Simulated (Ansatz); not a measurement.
Ideal-gas functions of CH$_{4}$BBrOSi (`B[SiH](Br)C=O`) at 500 K and 1 bar, from an Ansatz frequency run at PBE0-D4/def2-TZVP.

Molar mass 150.84 g/mol, point group C1 (symmetry number 1), electronic degeneracy 1, moments of inertia 115.874, 396.109, 486.879 u Å². Harmonic wavenumbers (cm⁻¹, unscaled): 65, 86, 104, 148, 182, 302, 428, 578, 610, 636, 694, 761, 899, 916, 1151, 1359, 1783, 2215, 2604, 2703, 2851.

Use S(trans) = R[1.5 ln M + 2.5 ln T − 1.1517]; rotational temperatures θ = 24.2544 K / I; S(rot) = R[ln(√π/σ · √(T³/θAθBθC)) + 1.5]; for each mode x = 1.438777 ν̃/T, S = R[x/(eˣ − 1) − ln(1 − e⁻ˣ)] and H = RT x/(eˣ − 1); 1 cm⁻¹ = 0.0119627 kJ/mol; R = 8.31446 J/(mol·K).

Problem. By hand: the entropy, in J/(mol·K).

Solution. Translation 182.2. Rotation: θ = 0.2093, 0.0612, 0.0498 K, giving 125.3. Vibration, mode by mode: 22.27, 19.95, 18.38, 15.47, 13.79, 9.74, 7.09, 4.98, 4.63, 4.36, 3.82, 3.28, 2.40, 2.31, 1.35, 0.83, 0.30, 0.10, 0.04, 0.03, 0.02, in all 135.1. Electronic 0.0. Sum 442.6 J/(mol·K).

Problem. By hand: H − E and G − E in kJ/mol, counted from the electronic energy.

Solution. Zero-point energy ½ × 21075 × 0.0119627 = 126.1; thermal vibration 32.1; translation, rotation and pV give 4 RT = 16.6. H − E = 174.8 kJ/mol, and G − E = 174.8 − 500 × 442.6/1000 = -46.5 kJ/mol.

Vibration gives 31 % of the entropy, 76.1 J/(mol·K) of it from the modes under 150 cm⁻¹: soft modes count most, and the harmonic formula is weakest for them. The sum counts one conformer and one mirror image; others add a mixing term.
